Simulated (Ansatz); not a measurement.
Abridged output of a molecular run in Ansatz:

```
Functional definition: HF
1025 factors; integrals over basis functions are off by at most 1.1e-3 eV
mean field evaluation 1: about -35713.7196 eV, gradient 4.3e1 eV
mean field evaluation 2: about -35713.7223 eV, gradient 4.3e1 eV
mean field evaluation 4: about -35717.2748 eV, gradient 2.6e0 eV
mean field evaluation 8: about -35717.2980 eV, gradient 1.1e-4 eV
mean field -35717.29798960 eV, -1312.5864910637 hartree, gradient 1.9e-6 eV, S^2 0.000000; 0 other end points of the search recorded, 0 dependent functions left out
18 core orbitals not correlated: weight in the atoms' cores, before any rotation towards them, 1.000 or more for the frozen orbitals, at most 0.000 for the correlated occupied ones
reference -35717.29798960 eV, -1312.5864910637 hartree; 19, 19 occupied and 74, 74 virtual orbitals, 1025 factors
second order -23.49777070 eV of doubles, -0.00000000 eV of singles
cycle   1  -23.95504138 eV  change   -4.6e-1 eV  update   1.0e-1
cycle   2  -24.46680300 eV  change   -5.1e-1 eV  update   2.8e-2
cycle   3  -24.59161085 eV  change   -1.2e-1 eV  update   1.4e-2
cycle   4  -24.58447649 eV  change    7.1e-3 eV  update   2.6e-3
cycle   5  -24.58310509 eV  change    1.4e-3 eV  update   9.5e-4
cycle   6  -24.58332311 eV  change   -2.2e-4 eV  update   2.5e-4
cycle   7  -24.58319679 eV  change    1.3e-4 eV  update   8.1e-5
cycle   8  -24.58314546 eV  change    5.1e-5 eV  update   2.4e-5
cycle   9  -24.58314907 eV  change   -3.6e-6 eV  update   8.1e-6
perturbative correction -0.43703497 eV, -0.0160607388 hartree
Total energy: -35742.31817363 eV, -1313.5059658676 hartree
```

Its atoms:

Z-matrix (Å, degrees):
```
Si
F 1 1.578
O 1 1.608 2 108.0
F 1 1.580 2 107.4 3 -118.3
H 1 1.464 2 109.6 3 122.8
Si 3 1.629 1 151.4 2 -158.8
Cl 6 2.047 3 109.6 1 -39.6
H 6 1.475 3 108.2 1 -157.5
H 6 1.476 3 109.8 1 78.8
```

Q: Which basis set was used?
A. def2-SVPD
B. cc-pV(T+d)Z
C. def2-SVP
D. def2-QZVPP

A: C. It gives 111 functions.

Q: Write the keys of the input that set method, charge and spin (a neutral closed shell needs none for the last two).

A: 
```yaml
correlation: {method: ccsd_t}
```
